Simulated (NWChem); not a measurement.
# CH₈BN₃; SMILES CNB(N)N

```xyz
13

C     -0.0024     2.0236    -0.0310
N     -0.6677     0.7386     0.0037
B     -0.0303    -0.5456     0.0179
N      1.4025    -0.6504    -0.0099
N     -0.8485    -1.7321     0.0445
H     -0.6121     2.7710    -0.5554
H      0.2338     2.4337     0.9665
H      0.9382     1.9342    -0.5853
H     -1.6494     0.7852     0.2388
H      1.9883     0.0915     0.3439
H      1.8552    -1.5507     0.0540
H     -1.7867    -1.7054    -0.3302
H     -0.4288    -2.6428    -0.0782
```
Atoms are numbered in this order, from 1.

Computed with NWChem. Pople sets run with spherical d functions. Coordinates come from a B3LYP/6-31G* (spherical d) optimisation. Vzz is the largest principal value of the second derivative of the potential at the nucleus (NWChem prints the opposite sign); η is the asymmetry. Non-relativistic.

| level | Vzz N2 (a.u.) | η N2 | Vzz B3 (a.u.) | η B3 | Vzz N4 (a.u.) | η N4 | Vzz N5 (a.u.) | η N5 |
|---|---|---|---|---|---|---|---|---|
| PBE0/6-31G* | -0.967 | 0.43 | ? | 0.04 | ? | 0.36 | ? | 0.36 |
| PBE0/def2-SVP | -0.986 | 0.45 | 0.255 | 0.03 | -0.898 | 0.39 | -0.913 | 0.38 |
| CAM-B3LYP/def2-TZVP | -0.974 | 0.49 | 0.309 | 0.03 | -0.856 | 0.43 | -0.874 | 0.42 |

### Question
What belongs in the gaps?

### Answer

- PBE0/6-31G*, Vzz B3 (a.u.): 0.240
- PBE0/6-31G*, Vzz N4 (a.u.): -0.875
- PBE0/6-31G*, Vzz N5 (a.u.): -0.889
